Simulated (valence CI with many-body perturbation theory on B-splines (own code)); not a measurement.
E1 line list for I⁴⁸⁺

Method: valence CI with perturbative core correlation (CI+MBPT): three valence electrons over a frozen Dirac-Fock core [He], radial functions for each j: 11 s, 11 p, 10 d, 8 f, 5 g, 2 h, with the one-electron correlation potential Σ1 (screened to all orders), the two-electron term Σ2, the three-electron term Σ3, Breit, model QED; selected single and double excitations, second order for the rest, scaled by the run's own slope (own B-spline code, finite nucleus).

No measured spectrum was set against this ion. As an estimate, large intervals hold to a few tenths of a per cent, small ones and those within an open d or f shell to about a per cent.

Lines 151 to 200 of 468 in falling wavelength, among levels below 7204.4 eV, chosen from the strongest by gf and those to the six lowest levels. Wavelengths and rates use the calculated energies. Electric multipoles are in the length gauge, E1 and E2 with the static RPA response of the core. Weak lines are less certain than strong ones. Lines between different terms over intervals too small for the method are left out, as are lines whose strength nearly cancels. The highest levels of a list are the least certain.

Levels are named by their leading jj configuration (3d3/2^4 stands for four electrons in 3d with j = 3/2), which in mixed levels can hold well under half, so a name can repeat and another be missing. Letters in brackets count levels of one name in rising energy.

```
λ vac (nm)                       Upper                       Lower   A (s⁻¹)  S (a.u.) with core polarisation  S without
     2.404       (2p3/2^2 3p3/2) J=7/2      (2s 2p3/2 3p3/2) J=7/2  3.80e+11                         2.08e-02   2.09e-02
     2.402       (2p3/2^2 3p1/2) J=3/2  (2s 2p3/2 3p1/2) J=3/2 [a]  4.06e+11                         1.11e-02   1.11e-02
     2.402       (2p3/2^2 3p1/2) J=5/2      (2s 2p3/2 3p1/2) J=5/2  4.15e+11                         1.70e-02   1.70e-02
     2.402       (2p3/2^2 3d3/2) J=7/2      (2s 2p3/2 3d3/2) J=7/2  3.24e+11                         1.77e-02   1.78e-02
     2.396       (2p3/2^2 3d5/2) J=9/2      (2s 2p3/2 3d5/2) J=9/2  3.52e+11                         2.39e-02   2.40e-02
     2.390       (2p1/2 2p3/2^2) J=3/2      (2s 2p1/2 2p3/2) J=5/2  6.09e+10                         1.64e-03   1.64e-03
     2.389       (2p3/2^2 3d3/2) J=5/2  (2s 2p3/2 3d3/2) J=5/2 [a]  2.46e+11                         9.92e-03   9.94e-03
     2.379  (2s 2p1/2 2p3/2) J=3/2 [b]          (2s^2 2p1/2) J=1/2  5.96e+11                         1.59e-02   1.59e-02
     2.377      (2s 2p1/2 2p3/2) J=1/2          (2s^2 2p1/2) J=1/2  7.61e+11                         1.01e-02   1.01e-02
     2.373          (2p3/2^2 3s) J=5/2         (2s 2p3/2 3s) J=5/2  4.05e+11                         1.60e-02   1.61e-02
     2.355       (2p1/2 2p3/2^2) J=1/2  (2s 2p1/2 2p3/2) J=3/2 [b]  7.79e+11                         1.00e-02   1.01e-02
     2.334          (2s 2p3/2^2) J=1/2          (2s^2 2p3/2) J=3/2  6.30e+11                         7.91e-03   7.93e-03
     2.329          (2s 2p3/2^2) J=3/2          (2s^2 2p3/2) J=3/2  1.06e+12                         2.65e-02   2.65e-02
     2.327       (2p1/2^2 2p3/2) J=3/2          (2s 2p1/2^2) J=1/2  4.34e+11                         1.08e-02   1.08e-02
     2.304       (2p1/2 2p3/2^2) J=5/2      (2s 2p1/2 2p3/2) J=5/2  4.31e+11                         1.56e-02   1.56e-02
     2.255       (2p1/2 2p3/2^2) J=3/2  (2s 2p1/2 2p3/2) J=3/2 [a]  4.95e+11                         1.12e-02   1.12e-02
    0.7857         (2s 2p3/2 4s) J=5/2  (2s 2p3/2 3p3/2) J=5/2 [a]  2.77e+12                         3.98e-03   3.98e-03
    0.7853          (2p1/2^2 4s) J=1/2       (2p1/2^2 3p3/2) J=3/2  1.04e+13                         4.97e-03   4.97e-03
    0.7849      (2s 2p1/2 4p3/2) J=5/2      (2s 2p1/2 3d5/2) J=7/2  2.12e+12                         3.03e-03   3.03e-03
    0.7837             (2s^2 4s) J=1/2          (2s^2 3p3/2) J=3/2  9.60e+12                         4.56e-03   4.56e-03
    0.7834         (2s 2p1/2 4s) J=3/2      (2s 2p1/2 3p3/2) J=5/2  8.56e+12                         8.13e-03   8.12e-03
    0.7834     (2s 2p1/2 4s) J=1/2 [a]  (2s 2p1/2 3p3/2) J=3/2 [a]  1.13e+13                         5.34e-03   5.34e-03
    0.7827         (2s 2p3/2 4s) J=3/2  (2s 2p3/2 3p3/2) J=5/2 [a]  3.64e+12                         3.45e-03   3.45e-03
    0.7825     (2s 2p1/2 4s) J=1/2 [b]  (2s 2p1/2 3p3/2) J=3/2 [b]  6.62e+12                         3.13e-03   3.13e-03
    0.7804  (2s 2p1/2 4f7/2) J=7/2 [a]  (2s 2p1/2 3d5/2) J=5/2 [b]  4.77e+12                         8.95e-03   8.95e-03
    0.7778         (2s 2p3/2 4s) J=5/2      (2s 2p3/2 3p3/2) J=7/2  7.39e+12                         1.03e-02   1.03e-02
    0.7764         (2s 2p3/2 4s) J=3/2  (2s 2p3/2 3p3/2) J=3/2 [a]  3.84e+12                         3.55e-03   3.55e-03
    0.7725      (2s 2p1/2 4f5/2) J=3/2       (2p1/2^2 3p1/2) J=1/2  8.11e+12                         7.38e-03   7.38e-03
    0.7725      (2s 2p1/2 4f5/2) J=7/2  (2s 2p1/2 3d5/2) J=5/2 [b]  3.58e+12                         6.52e-03   6.53e-03
    0.7722  (2s 2p1/2 4f5/2) J=5/2 [b]  (2s 2p1/2 3d5/2) J=5/2 [b]  2.14e+12                         2.92e-03   2.92e-03
    0.7722  (2s 2p1/2 4f5/2) J=5/2 [b]      (2s 2p1/2 3d5/2) J=3/2  2.99e+12                         4.08e-03   4.08e-03
    0.7718       (2p1/2^2 4f5/2) J=5/2       (2p1/2^2 3d5/2) J=5/2  5.27e+12                         7.17e-03   7.17e-03
    0.7695      (2s 2p1/2 4f7/2) J=5/2  (2s 2p1/2 3d5/2) J=5/2 [b]  7.25e+12                         9.78e-03   9.78e-03
    0.7694      (2s 2p1/2 4f7/2) J=5/2      (2s 2p1/2 3d5/2) J=3/2  6.89e+13                         9.29e-02   9.29e-02
    0.7694  (2s 2p1/2 4f7/2) J=7/2 [b]  (2s 2p1/2 3d5/2) J=5/2 [b]  6.76e+13                         1.22e-01   1.22e-01
    0.7692  (2s 2p1/2 4f5/2) J=5/2 [a]  (2s 2p1/2 3d5/2) J=5/2 [a]  4.42e+12                         5.95e-03   5.95e-03
    0.7690       (2p1/2^2 4f7/2) J=7/2       (2p1/2^2 3d5/2) J=5/2  7.92e+13                         1.42e-01   1.42e-01
    0.7678  (2s 2p1/2 4f5/2) J=5/2 [a]  (2s 2p1/2 3d3/2) J=3/2 [b]  7.77e+12                         1.04e-02   1.04e-02
    0.7675      (2s 2p1/2 4f5/2) J=7/2      (2s 2p1/2 3d5/2) J=7/2  5.61e+12                         1.00e-02   1.00e-02
    0.7668          (2s^2 4f5/2) J=5/2          (2s^2 3d5/2) J=5/2  5.33e+12                         7.11e-03   7.11e-03
    0.7665  (2s 2p1/2 4f7/2) J=7/2 [a]  (2s 2p1/2 3d5/2) J=5/2 [a]  6.74e+13                         1.20e-01   1.20e-01
    0.7649      (2s 2p1/2 4f7/2) J=9/2      (2s 2p1/2 3d5/2) J=7/2  8.02e+13                         1.77e-01   1.77e-01
    0.7644  (2s 2p1/2 4f7/2) J=7/2 [b]      (2s 2p1/2 3d5/2) J=7/2  5.96e+12                         1.05e-02   1.05e-02
    0.7642          (2s^2 4f7/2) J=7/2          (2s^2 3d5/2) J=5/2  8.02e+13                         1.41e-01   1.41e-01
    0.7589      (2s 2p1/2 4f5/2) J=7/2  (2s 2p1/2 3d5/2) J=5/2 [a]  5.32e+12                         9.18e-03   9.18e-03
    0.7586  (2s 2p1/2 4f5/2) J=5/2 [b]  (2s 2p1/2 3d5/2) J=5/2 [a]  2.70e+12                         3.49e-03   3.49e-03
    0.7583  (2s 2p1/2 4f7/2) J=7/2 [a]      (2s 2p1/2 3d3/2) J=5/2  8.15e+12                         1.40e-02   1.40e-02
    0.7577      (2s 2p1/2 4d5/2) J=3/2          (2p1/2^2 3s) J=1/2  6.29e+12                         5.40e-03   5.40e-03
    0.7573      (2s 2p1/2 4f5/2) J=3/2  (2s 2p1/2 3d3/2) J=3/2 [b]  1.96e+13                         1.68e-02   1.68e-02
    0.7572  (2s 2p1/2 4f5/2) J=5/2 [b]  (2s 2p1/2 3d3/2) J=3/2 [b]  5.31e+13                         6.83e-02   6.83e-02
```
